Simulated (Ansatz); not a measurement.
Reaction (SMILES): O=S(F)F → 2 F atom + O atom + S atom
B3LYP-D3(BJ)/def2-TZVP geometries, fixed; electronic energies without zero-point terms.

Basis-set convergence of the atomisation energy at CCSD(T) with Ansatz (a quantum-chemistry and plane-wave program). Cartesian d functions, on some or all atoms, in 6-31G**; all else is spherical. Cores are frozen. Open shells are unrestricted. No added dispersion term, no relativity. Functions are those of the species that has most. Reference: Hartree-Fock in cc-pV(Q+d)Z plus the correlation part extrapolated as X^-3 from cc-pV(T+d)Z and cc-pV(Q+d)Z, 307.61 kcal/mol, itself unsure by roughly 3.46 kcal/mol (a third of the extrapolation step and of the last Hartree-Fock step). Deviations are taken from unrounded values. Cost is core time over that of aug-pcseg-1, rough, on shared machines of one kind; a dash marks a row that isn't timed (too short, read off another run, short of memory, by another algorithm or on other hardware).

| basis | functions | atomisation energy (kcal/mol) | minus reference (kcal/mol) | cost |
|---|---|---|---|---|
| STO-3G | 24 | 59.15 | -248.46 | - |
| 3-21G | 40 | 127.28 | -180.33 | - |
| 6-31G | 40 | 101.80 | -205.80 | - |
| pcseg-0 | 40 | 113.60 | -194.01 | - |
| pcseg-1 | 60 | 237.23 | -70.37 | - |
| 6-31G** | 64 | 256.66 | -50.95 | - |
| aug-pcseg-1 | 96 | 255.10 | -52.51 | 1× |
| def2-SVPD | 96 | 255.59 | -52.02 | 0.9× |
| aug-cc-pV(D+d)Z | 101 | 265.92 | -41.69 | 1× |
| def2-TZVPPD | 171 | 291.09 | -16.52 | 5× |
| aug-pcseg-2 | 188 | 295.32 | -12.29 | 7× |
| aug-cc-pV(T+d)Z | 193 | 295.07 | -12.53 | 8× |
| cc-pV(Q+d)Z | 229 | 300.66 | -6.94 | 10× |
